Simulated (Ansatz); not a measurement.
`OC(O)[SiH2][SiH3]` → `OC(O)[SiH3]` + `[SiH2]`  (silylene loss)

Gas-phase electronic energies from Ansatz, PBE0-D4/def2-TZVP geometries. CCSD(T)/CBS is the MP2 limit (def2-TZVPP, def2-QZVPP) plus CCSD(T) − MP2 in def2-TZVPP, frozen cores. This one scheme is used for every species. DFT in def2-TZVPP. B3LYP here is the variant with VWN-RPA as its local correlation; programs differ in this. Each species was taken in one conformer, which may not be the lowest.

```
             level  ΔE (kJ/mol)  difference from CCSD(T)/CBS
            PBE-D4        253.7                         15.7
         r2SCAN-D4        262.8                         24.8
           PBE0-D4        258.7                         20.7
          B3LYP-D4        234.9                         -3.1
           ωB97X-V        249.5                         11.5
           ωB97M-V        230.2                         -7.8
            B2PLYP        230.7                         -7.3
               PBE        245.3                          7.3
            r2SCAN        260.4                         22.4
              PBE0        251.1                         13.1
             B3LYP        221.4                        -16.6
     HF/def2-TZVPP        209.6                        -28.4
    MP2/def2-TZVPP        245.6                          7.6
SCS-MP2/def2-TZVPP        232.4                         -5.6
   CCSD/def2-TZVPP        225.8                        -12.2
CCSD(T)/def2-TZVPP        231.4                         -6.6
     HF/def2-QZVPP        209.5                        -28.5
    MP2/def2-QZVPP        249.4                         11.4
SCS-MP2/def2-QZVPP        236.4                         -1.6
      HF/CBS(def2)        209.5                        -28.5
     MP2/CBS(def2)        252.2                         14.2
    CCSD/CBS(def2)        232.3                         -5.7
       CCSD(T)/CBS        238.0                            0
```

Largest T1 diagnostic among the species: 0.014.

In def2-TZVPP, CCSD(T) changes the Hartree–Fock value by +21.9 kJ/mol (the triples alone add +5.7 kJ/mol) and MP2 by +36.1 kJ/mol. From PBE to PBE0 (25 % exact exchange), in def2-TZVPP and without D4, ΔE moves by +5.8 kJ/mol.
